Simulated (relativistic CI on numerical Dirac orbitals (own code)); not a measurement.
**Pt4+: resonant inelastic scattering at the O2,3 edge**

Computed with this model: Dirac-Coulomb-Breit CI, separate exchange-only KLI orbitals for each configuration, QED by a radiative potential, valence Slater integrals scaled by 0.8, Kramers-Heisenberg scattering through one core-hole configuration in a parametric crystal field; configurations [Xe] 4f14 5d6 → [Kr] 4d10 4f14 5s2 5p5 5d7; 80 K; core-hole width 1 eV; summed over polarisations. Incident energies are the highest absorption maxima for each field (at most a few, so the weaker spin-orbit partner edge can be absent), on the computed scale of the free ion. Intensities are in per cent of the strongest line above 0.02 eV; levels within 1 cm⁻¹ are merged; final levels count from the ground level, the first row holds all elastic scattering, lines under 0.4 are left out and each table stops after 24 rows. The scale of the Slater integrals is a model choice and moves the terms in proportion.

Field parameters in Wybourne normalisation: D4h B²₀ = −7Ds, B⁴₀ = 21(Dq − Dt), B⁴₄ = 21√(5/14) Dq; Oh B⁴₀ = 21Dq, B⁴₄ = √(5/14) B⁴₀. The field is a parameter set, without covalency.

S is read from ⟨S²⟩ = S(S + 1).

Oh, 10Dq = 42850 cm⁻¹:

| Final level (eV) | Degeneracy | Irrep | S | 57.6 eV | 58.6 eV | 73.6 eV |
| --- | --- | --- | --- | --- | --- | --- |
| 0.000 | 1 | A1 | 0.17 | 174.1 | 184.7 | 77.6 |
| 3.882 | 2 | E | 1.05 | 7.6 | 28.0 | 0.6 |
| 4.037 | 3 | T2 | 1.02 | 0.2 | 3.9 | 1.9 |
| 4.120 | 3 | T1 | 0.96 | 26.9 | 82.2 | 0.1 |
| 4.857 | 1 | A1 | 1.06 | 12.2 | 3.5 | 78.5 |
| 4.957 | 3 | T1 | 0.95 | 13.5 | 8.8 | 0.5 |
| 5.208 | 2 | E | 1.01 | 12.1 | 0.5 | 15.1 |
| 5.400 | 3 | T2 | 1.04 | 9.2 | 14.8 | 21.4 |
| 5.580 | 3 | T1 | 0.52 | 7.2 | 5.1 | 100.0 |
| 6.610 | 3 | T2 | 0.21 | 4.7 | 7.8 | 17.1 |
| 7.029 | 3 | T2 | 1.91 | 3.2 | 2.1 | 0.6 |
| 7.512 | 3 | T1 | 1.94 | 1.8 | 1.3 | 0.5 |
| 7.530 | 2 | E | 1.94 | 11.5 | 4.1 | 2.7 |
| 7.945 | 3 | T2 | 1.92 | 1.9 | 0.5 | 0.3 |
| 7.970 | 3 | T1 | 1.90 | 0.3 | 0.6 | 1.1 |
| 7.998 | 1 | A1 | 1.86 | 1.5 | 5.2 | 8.1 |

D4h, 10Dq = 17000, Ds = 2150, Dt = 380 cm⁻¹:

```
Final level (eV)  Degeneracy  Irrep     S  52.7 eV  56.1 eV  58.1 eV
           0.000           1     A1  0.96     58.2    280.4    197.4
           0.196           1     B1  1.40      1.9      7.7      3.2
           0.332           2      E  1.38     20.6    100.0     39.5
           0.512           1     B2  1.50      1.2     16.9      0.9
           0.830           2      E  1.85      1.9     35.3      5.1
           0.903           1     A1  1.61      3.6     36.2     12.6
           1.102           2      E  1.59      1.0     20.7      6.2
           1.147           1     A2  1.56      5.2     11.0     10.6
           1.184           1     B2  1.61      1.2      3.0      1.2
           1.325           1     A2  1.76      0.9     10.4     25.7
           1.553           1     A1  1.38      4.4     21.9     12.4
           1.632           2      E  1.53      0.5     17.3     14.2
           1.665           2      E  1.64      0.8      3.4     10.7
           1.717           1     B1  1.51      0.4      1.2     10.9
           1.803           1     B1  1.20      0.5      3.6      5.9
           1.876           1     A1  1.43      3.3     15.9      3.4
           2.114           2      E  1.18      0.7     16.0     51.0
           2.158           1     A2  1.16      0.5      3.7     16.7
           2.207           1     B2  1.55      0.3      1.4      0.4
           2.283           1     A1  1.33      0.5     14.9     23.4
           2.380           1     B2  1.42      0.0      0.4      0.7
           2.381           1     B1  1.47      0.3      1.4      2.7
           2.453           2      E  1.40      0.3      2.2      5.5
           2.483           2      E  1.47      0.6      5.1      9.5
```

For the first field the strongest loss at the lowest incident energy is the level at 4.12 eV (S = 0.96, against 0.17 in the thermal ground state). Levels of other spin, the first over 8 % at 3.88 eV, appear because spin-orbit coupling of the core hole, and in heavier ions of the valence shell too, mixes spins.
